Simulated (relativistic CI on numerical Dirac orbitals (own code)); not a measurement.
**Tm14+: sensitivity of the levels to the model**

Base calculation: Dirac-Coulomb-Breit CI, KLI orbitals optimised for each configuration, QED by a radiative potential, unscaled Slater integrals.

CI space (outside the closed core [Ar] 3d10): 4s2 4p6 4d10 4f9, 4s2 4p6 4d10 4f7 5s2, 4s2 4p6 4d9 4f10, 4s2 4p5 4d10 4f10, 4s 4p6 4d10 4f10, 4p6 4d10 4f11. Levels of other configurations are missing.

Variants: (1) P86 correlation estimate; (2) Breit term removed; (3) only the first 3 configurations. Shifts of the energy above 4s2 4p6 4d10 4f7 5s2 8S°_7/2, in cm⁻¹, for the lowest level and the first level of each name with at least 55 % of one term (blank where a level changes its place among those of its configuration and J or its character, or is not in the variant):

| Level | Base | Δ(1) | Δ(2) | Δ(3) |
| --- | --- | --- | --- | --- |
| 4s2 4p6 4d10 4f7 5s2 8S°_7/2 | 0.0 | 0.0 | 0.0 | 0.0 |
| 4s2 4p6 4d10 4f7 5s2 6P°_7/2 | 55938.2 | -14.2 | -561.1 | +0.8 |
| 4s2 4p6 4d10 4f7 5s2 6P°_5/2 | 57762.3 | -14.1 | -392.4 | +0.7 |
| 4s2 4p6 4d10 4f7 5s2 6P°_3/2 | 59393.5 | -15.0 | -202.2 | +0.7 |
| 4s2 4p6 4d10 4f7 5s2 6I°_7/2 | 61879.9 | -1.3 | -343.9 | +0.1 |
| 4s2 4p6 4d10 4f7 5s2 6I°_17/2 | 62833.5 | -0.6 | +1034.0 | +0.1 |
| 4s2 4p6 4d10 4f7 5s2 6I°_9/2 | 62952.6 | -0.9 | -9.3 | +0.1 |
| 4s2 4p6 4d10 4f7 5s2 6I°_11/2 | 63761.6 | -0.5 | +313.7 | 0.0 |
| 4s2 4p6 4d10 4f7 5s2 6I°_15/2 | 63986.3 | -0.3 | +864.5 | 0.0 |
| 4s2 4p6 4d10 4f7 5s2 6I°_13/2 | 64156.6 | -0.4 | +606.1 | 0.0 |
| 4s2 4p6 4d10 4f7 5s2 6D°_9/2 | 70618.4 | -2.3 | -17.2 | +0.2 |
| 4s2 4p6 4d10 4f7 5s2 6D°_7/2 | 73479.4 | -5.6 | +160.8 | +0.3 |
| 4s2 4p6 4d10 4f7 5s2 6D°_1/2 | 73583.2 | 0.0 | +23.1 | 0.0 |
| 4s2 4p6 4d10 4f7 5s2 6D°_3/2 | 74254.8 | -2.9 | +144.6 | +0.1 |
| 4s2 4p6 4d10 4f7 5s2 6D°_5/2 | 74513.6 | -5.4 | +219.8 | +0.3 |
| 4s2 4p6 4d10 4f7 5s2 4N°_17/2 | 93791.7 | -5.6 | +366.7 | +0.4 |
| 4s2 4p6 4d10 4f7 5s2 6G°_13/2 | 94123.3 | -5.8 | +390.3 | +0.1 |
| 4s2 4p6 4d10 4f7 5s2 4N°_23/2 | 96844.9 | -1.4 | +2067.2 | 0.0 |
| 4s2 4p6 4d10 4f7 5s2 4N°_19/2 | 96996.5 | -1.7 | +1182.3 | +0.1 |
| 4s2 4p6 4d10 4f7 5s2 4N°_21/2 | 98226.8 | -1.0 | +1756.0 | 0.0 |
| 4s2 4p6 4d10 4f7 5s2 4L°_15/2 | 100544.7 | -7.7 | +611.3 | +0.6 |
| 4s2 4p6 4d10 4f7 5s2 4L°_19/2 | 103990.1 | -0.1 | +1556.7 | 0.0 |

At this charge energies of transitions that change n are usually good to better than 1 %, and those within a shell (Δn = 0) to a few per cent. Terms inside the open d or f shell come out 10 to 20 % too wide with unscaled integrals. Levels and lines within the n = 5 or 6 shells can be off by up to 10 % or somewhat more, and those that change n by about 2 %, since core polarisation is missing. The computed lowest level isn't the tabulated ground level, which NIST ASD gives as 4f9 6H°15/2.

Ionisation energy from the two ground configurations alone: base 291.201 eV; P86 correlation estimate 292.945 eV; Breit term removed 291.113 eV. The NIST ASD value (theoretical) is 317 eV. The gap of more than 2 % comes from missing correlation, or from a tabulated value that is itself an estimate.

LS names give the leading component of a level, which can be under half, so a name can repeat, a term be missing and a line seem to break the LS rules.
